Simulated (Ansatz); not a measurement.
Born–Oppenheimer molecular dynamics of GaH₃ (4 atoms, charge 0, multiplicity 1). It starts from a relaxed structure.

All numbers below come from Ansatz, UKS revPBE-D4/def2-SVP.

```yaml
ensemble: NVT, Nosé–Hoover chain
time_step: 0.5 fs
steps_asked: 250
set_temperature: 500 K
thermostat: time constant 50 fs, chain length 1
seed: 231276
```

Frames 0.5 fs apart, positions in Å.

Velocities at 75.0 fs (Å/ps):

```
Ga 0.61 0.33 -0.13
H -6.08 -11.16 12.05
H -14.70 4.37 -2.25
H -21.63 -16.19 -0.77
```

```xyz
4
Properties=species:S:1:pos:R:3 time_fs=75.0 energy_less_start_eV=0.152 T=265
Ga 0.018 -0.011 -0.003
H 1.183 0.205 0.939
H -0.616 -1.473 -0.051
H -0.882 0.978 -0.983
4
Properties=species:S:1:pos:R:3 time_fs=75.5 energy_less_start_eV=0.160 T=237
Ga 0.019 -0.011 -0.003
H 1.181 0.200 0.945
H -0.624 -1.471 -0.052
H -0.892 0.969 -0.982
4
Properties=species:S:1:pos:R:3 time_fs=76.0 energy_less_start_eV=0.164 T=223
Ga 0.019 -0.011 -0.003
H 1.181 0.196 0.953
H -0.630 -1.469 -0.053
H -0.900 0.960 -0.981
4
Properties=species:S:1:pos:R:3 time_fs=76.5 energy_less_start_eV=0.165 T=223
Ga 0.019 -0.011 -0.004
H 1.183 0.193 0.962
H -0.637 -1.468 -0.054
H -0.906 0.951 -0.978
4
Properties=species:S:1:pos:R:3 time_fs=77.0 energy_less_start_eV=0.163 T=231
Ga 0.019 -0.011 -0.004
H 1.186 0.191 0.972
H -0.643 -1.466 -0.055
H -0.911 0.942 -0.973
4
Properties=species:S:1:pos:R:3 time_fs=77.5 energy_less_start_eV=0.161 T=245
Ga 0.019 -0.011 -0.004
H 1.190 0.190 0.982
H -0.649 -1.465 -0.056
H -0.914 0.932 -0.968
4
Properties=species:S:1:pos:R:3 time_fs=78.0 energy_less_start_eV=0.158 T=258
Ga 0.019 -0.010 -0.004
H 1.196 0.189 0.992
H -0.655 -1.463 -0.056
H -0.915 0.922 -0.962
4
Properties=species:S:1:pos:R:3 time_fs=78.5 energy_less_start_eV=0.156 T=268
Ga 0.019 -0.010 -0.004
H 1.202 0.190 1.003
H -0.659 -1.462 -0.056
H -0.914 0.913 -0.954
4
Properties=species:S:1:pos:R:3 time_fs=79.0 energy_less_start_eV=0.156 T=270
Ga 0.019 -0.010 -0.005
H 1.209 0.191 1.014
H -0.664 -1.462 -0.057
H -0.912 0.904 -0.946
4
Properties=species:S:1:pos:R:3 time_fs=79.5 energy_less_start_eV=0.159 T=263
Ga 0.019 -0.010 -0.005
H 1.216 0.193 1.024
H -0.667 -1.461 -0.057
H -0.908 0.896 -0.937
4
Properties=species:S:1:pos:R:3 time_fs=80.0 energy_less_start_eV=0.164 T=248
Ga 0.019 -0.010 -0.005
H 1.222 0.196 1.033
H -0.670 -1.460 -0.056
H -0.904 0.888 -0.928
4
Properties=species:S:1:pos:R:3 time_fs=80.5 energy_less_start_eV=0.171 T=224
Ga 0.019 -0.010 -0.005
H 1.229 0.199 1.042
H -0.672 -1.460 -0.056
H -0.898 0.881 -0.919
```

Of the whole run (125 fs, mean temperature of the second half 556 K): The conserved energy stayed within 0.23 meV per atom of its start (net change 0.11 meV per atom), so the integration is sound. The mean temperature of the second half is 11 % above the set value. A run of 0.12 ps of so small a system gives no equilibrium averages.

Time of the run: 6.5 min on 1 thread of Arm Neoverse N1 (shared host), peak memory 0.098 GiB.
